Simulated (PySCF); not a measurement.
C2H7FSi2, SMILES F[SiH2]/C=C/[SiH3].

The structure is a stationary point at PBE-D3(BJ)/def2-SVP. The structure was generated by enumeration; whether it is a known compound was not checked. The values are those of a single conformer.

These are PySCF with PBE-D3(BJ)/def2-SVP values and carry that method's errors.

Frequencies are harmonic and unscaled.

Computed normal modes with their intensities:
```
mode  ν (cm⁻¹)  IR (km/mol)  moving atoms (share of kinetic energy)
----  --------  -----------  --------------------------------------
1           59          0.5         H 39 %, F 31 %, C 19 %, Si 11 %
2           97          1.5         H 35 %, F 26 %, C 24 %, Si 15 %
3          132          0.2                          H 62 %, C 34 %
4          152          0.7                 C 50 %, H 33 %, Si 16 %
5          249          1.4         Si 50 %, C 18 %, H 17 %, F 15 %
6          281          7.7         C 30 %, Si 29 %, H 24 %, F 17 %
7          518          1.5                         H 75 %, Si 17 %
8          575         33.0                 H 71 %, Si 14 %, C 13 %
9          623         86.4                 H 72 %, Si 16 %, C 10 %
10         719         14.4                          H 77 %, C 11 %
11         723         48.4                 C 54 %, H 23 %, Si 21 %
12         770         28.4                          H 51 %, C 41 %
13         796          6.2                 H 44 %, C 43 %, Si 10 %
14         836         14.3                 F 46 %, H 34 %, Si 17 %
15         876        514.9                         H 86 %, Si 12 %
16         900         34.4                                  H 97 %
17         906         43.7                         H 85 %, Si 12 %
18         914         30.8                                  H 96 %
19         929        170.6                         H 70 %, Si 21 %
20        1008         18.6                                  H 92 %
21        1142         43.2                          H 86 %, C 13 %
22        1254          0.9                          H 79 %, C 21 %
23        1586          7.6                                  C 96 %
24        2156         91.7                                  H 99 %
25        2161         97.7                                  H 96 %
26        2172         89.7                                  H 98 %
27        2176         65.1                                  H 96 %
28        2183        145.2                                  H 96 %
29        3032          3.2                           H 92 %, C 8 %
30        3048          5.3                                  H 92 %
```
